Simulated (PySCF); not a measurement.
## CdH: mean field, correlation and small terms against distance

State: ²Σ⁺, doublet, unpaired electrons σ ↑. ROHF-based CCSD(T) in PySCF 2.14 with Cd cc-pVTZ-PP with ECP28, H cc-pVTZ and Cd cc-pVQZ-PP with ECP28, H cc-pVQZ (frozen core orbitals: 4; scalar-relativistic core potentials). Correlation energies are extrapolated as n⁻³ (n = 3, 4), Hartree–Fock as (n+1)·exp(−9√n). CV is the change on freezing 0 orbitals instead, in Cd cc-pwCVTZ-PP with ECP28, H cc-pVTZ. All energies in eV from Cd + H.

| R (Å) | HF/CBS | CCSD corr. | (T) | CV | total |
| --- | --- | --- | --- | --- | --- |
| 1.5601 | -0.304 | -0.282 | 0.0396 | -0.0059 | -0.553 |
| 1.6310 | -0.459 | -0.260 | 0.0414 | -0.0004 | -0.678 |
| 1.7020 | -0.536 | -0.246 | 0.0420 | 0.0043 | -0.735 |
| 1.7729 | -0.553 | -0.240 | 0.0415 | 0.0082 | -0.744 |
| 1.8438 | -0.525 | -0.243 | 0.0399 | 0.0113 | -0.717 |
| 1.9324 | -0.443 | -0.258 | 0.0363 | 0.0140 | -0.651 |
| 2.0211 | -0.323 | -0.288 | 0.0311 | 0.0155 | -0.565 |

A fit to the total gives Re = 1.7512 Å, De = 0.745 eV, ωe = 1445.8 cm⁻¹, Be = 5.502 cm⁻¹ (masses 113.9034 and 1.0078 u).

**Question.** At R = 1.7729 Å the CCSD correlation energy is -0.431863 hartree in the smaller basis and -0.473770 in the larger. Extrapolate it.

**Answer.** (4³·E4 − 3³·E3)/(4³ − 3³) = -0.50435 hartree; the larger basis holds 93.9 % of it.

The T1 diagnostic is 0.034. The state was picked by a PBE0 search and need not be the measured ground state. Spin–orbit coupling, excitations beyond (T) and corrections to the Born–Oppenheimer picture are left out.
